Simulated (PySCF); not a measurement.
# NMR problem set

[PySCF 2.14: GFN2-xTB structure; PBE0/pcSseg-1 with gauge-including orbitals; isolated molecule; non-relativistic Hamiltonian; single conformer; equivalent nuclei averaged]

Scale: 1H (31.72 ppm), 13C (186.93 ppm) vs TMS (reference shieldings calculated alike). Splittings of carbon signals by F and P are missing where no couplings were computed. Where no couplings were computed, multiplicities follow the n + 1 count of equivalent neighbours, and m marks all less simple cases (inequivalent or close neighbours, rings, F or P nearby). Shifts are as computed. Against solution values, carbons near 30 ppm lie about +3 ppm off and those near 130 ppm about +5 ppm. Of 1313 compounds with measured shifts, 239 miss one by over three times the rms of a fit or turn the order of signals round; such compounds aren't used in these exercises.

Q: C$_{6}$H$_{7}$FO. 1H NMR (400 MHz, computed): δ 6.88 (m, 1H), 6.80 (m, 1H), 6.54 (m, 1H), 5.70 (m, 1H), 5.49 (m, 1H), 4.94 (m, 1H), 4.56 (m, 1H). 13C{1H} NMR (computed): δ 158.6 (C), 157.8 (CH), 140.7 (CH), 130.7 (CH), 118.5 (CH2), 98.1 (CH2). What is it?

A: `C(/C(=C\OC=C)F)=C`. Rings plus π bonds: 3 (no ring in the answer). 6 carbon signals for 6 carbons: no two carbons are equivalent. Carbon types of the structure: 1 × C, 3 × CH, 2 × CH2, which accounts for all hydrogens. δC 158.6, 98.1: β carbon of an enol-ether or enamine type C=C. δC 157.8, 140.7: alkene carbon bearing oxygen; an sp2 carbon further deshielded by the attached heteroatom. δC 130.7: alkene CH; an sp2 carbon of a C=C bond. δC 118.5: terminal =CH2 carbon; the olefinic region.

This is the structure that produced the data.

Q: C$_{6}$H$_{6}$F$_{2}$O$_{2}$. 1H NMR (500 MHz, computed): δ 7.07 (s, 1H), 6.18 (m, 1H), 4.31 (s, 3H), 3.15 (s, 1H). 13C{1H} NMR (computed): δ 155.3 (CH), 126.4 (C), 124.9 (CH), 95.7 (CH), 81.6 (C), 59.5 (CH3). Give a structure.

A: `C#C/C(=C\OC)OC(F)F`. Rings plus π bonds: 3 (no ring in the answer). 6 carbon signals for 6 carbons: no two carbons are equivalent. Carbon types of the structure: 2 × C, 3 × CH, 1 × CH3, which accounts for all hydrogens. δC 155.3, 126.4: alkene carbon bearing oxygen. δC 124.9: sp3 CH bonded to 2 F and O; 3 electronegative neighbours deshield it. δC 95.7: terminal alkyne carbon; sp carbons lie upfield of alkene carbons because the cylindrical π system leaves one tensor component strongly shielded. δC 81.6: alkyne carbon; the triple bond shields along its axis, which puts it between sp3 and sp2 carbons.

This is the structure that produced the data.

Q: C$_{6}$H$_{8}$F$_{2}$. 1H NMR (300 MHz, computed): δ 2.53 (m, 1H), 2.33 (m, 1H), 2.20 (m, 2H), 1.89 (m, 2H), 1.53 (m, 2H). 13C{1H} NMR (computed): δ 137.2 (C), 50.4 (CH), 45.2 (CH2), 40.0 (CH2), 37.6 (CH). What is it?

A: SMILES FC1(F)C[C@H]2C[C@@H]1C2. The formula gives 2 degrees of unsaturation (2 rings in the answer). 5 carbon signals for 6 carbons: some carbons are equivalent by symmetry or fast rotation. Carbon types of the structure: 1 × C, 2 × CH, 3 × CH2, which accounts for all hydrogens. δC 137.2: fully substituted sp3 carbon bonded to 2 F; 2 electronegative neighbours deshield it. δC 50.4, 37.6: sp3 CH in a ring; saturated and bonded to C and H only. δC 45.2, 40.0: sp3 CH2 in a ring; saturated and bonded to C and H only. δH 2.20, 1.89, 1.53: hydrogen on an sp3 CH2 in a ring.

The data come from this structure; uniqueness wasn't tested.
